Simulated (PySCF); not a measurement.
**Dipole response of Ni²⁺ (nickel, charge +2)**

[Ar] 3d7 4s1, high-spin 5F determinant (an excited configuration). All numbers are calculated (PySCF 2.14, scalar relativity by spin-free X2C-1e, in aug-cc-pVDZ-DK (7s6p4d2f, 59 functions)). Coupled (time-dependent) response in atomic units; α is the mean over directions. A double-zeta set is small for polarisabilities.

| method | mean α (bohr³) | C₆ (like pair) | S(−4) |
| --- | --- | --- | --- |
| UHF | 16.39 | 59.95 | 248.5 |
| PBE | 12.52 | 44.01 | 129.7 |
| PBE0 | 13.32 | 47.09 | 151.4 |
| MN15 | 14.45 | 52.10 | 183.0 |

S(−4) is the Cauchy moment in α(ω) = α(0) + S(−4) ω² + …

α(iu) at PBE0:

| u (hartree) | α(iu) (bohr³) |
| --- | --- |
| 0 | 13.32 |
| 0.0500 | 12.95 |
| 0.100 | 11.98 |
| 0.200 | 9.349 |
| 0.300 | 7.063 |
| 0.500 | 4.378 |
| 0.750 | 2.882 |
| 1.00 | 2.145 |
| 1.50 | 1.414 |
| 2.00 | 1.040 |
| 3.00 | 0.6515 |
| 5.00 | 0.3352 |

A single London oscillator, α(iu) = α/(1 + u²/ω²), gives C₆ = (3/4) ω α². Matching the computed C₆ needs ω = 4 × 47.09 / (3 × 13.32²) = 0.354 hartree.

For an ion, C₆ is the dispersion term alone; charge-induced terms of lower order in 1/R come first.
